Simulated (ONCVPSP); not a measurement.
**Plane-wave convergence, ONCV potential for zirconium**

ONCVPSP 4.0.1 input, shortened (lines: element, Z, core and valence counts, functional; n l f; lmax; l rc ep ncon nbas qcut; lloc lpopt rc5 dvloc0; l nproj debl; icmod fcfact rcfact), PBE, fully relativistic:

```
  Zr 40.00    6    4        4      upf
    1    0    2.00
    2    0    2.00
    2    1    6.00
    3    0    2.00
    3    1    6.00
    3    2   10.00
    4    0    2.00
    4    1    6.00
    4    2    2.00
    5    0    1.50
    2
    0    2.25    0.00    5    8    6.20
    1    2.05    0.00    5    8    6.20
    2    2.70    0.00    3    7    7.00
    4    3    1.65    1.00
    0    2    2.80
    1    2    3.60
    2    2    4.00
    3    1.50    1.65
```

Open shells are filled in proportion to 2j + 1.

Question: For each optimised wave give the share of its norm inside rc, the residual kinetic energy above qcut (Ha) and the cutoffs (Ha) for errors of 10, 1, 0.1 and 0.01 mHa per electron.

Answer:

| wave | norm inside rc | residual KE | 10 mHa | 1 mHa | 0.1 mHa | 0.01 mHa |
| --- | --- | --- | --- | --- | --- | --- |
| 4s | 0.980 | 3.1e-06 | 9.2 | 13.1 | 15.8 | 17.9 |
| 5s | 0.115 | 3.4e-06 | 4.4 | 11.9 | 15.4 | 17.9 |
| 4p j=3/2 | 0.902 | 2.7e-05 | 7.1 | 9.2 | 16.2 | 37.5 |
| p projector 2 j=3/2 | 0.116 | 1.2e-04 | 7.6 | 10.4 | 20.0 | 51.0 |
| 4p j=1/2 | 0.913 | 2.1e-05 | 7.6 | 9.6 | 15.0 | 31.9 |
| p projector 2 j=1/2 | 0.120 | 1.0e-04 | 7.9 | 10.7 | 19.6 | 50.8 |
| 4d j=5/2 | 0.738 | 4.4e-10 | 9.2 | 12.3 | 15.0 | 17.1 |
| d projector 2 j=5/2 | 0.138 | 1.2e-07 | 13.1 | 15.9 | 18.4 | 20.5 |
| 4d j=3/2 | 0.746 | 4.5e-10 | 9.3 | 12.4 | 15.1 | 17.2 |
| d projector 2 j=3/2 | 0.139 | 1.3e-07 | 13.1 | 16.0 | 18.5 | 20.6 |

The occupied waves need 13 Ha and 16 Ha for 1 and 0.1 mHa.
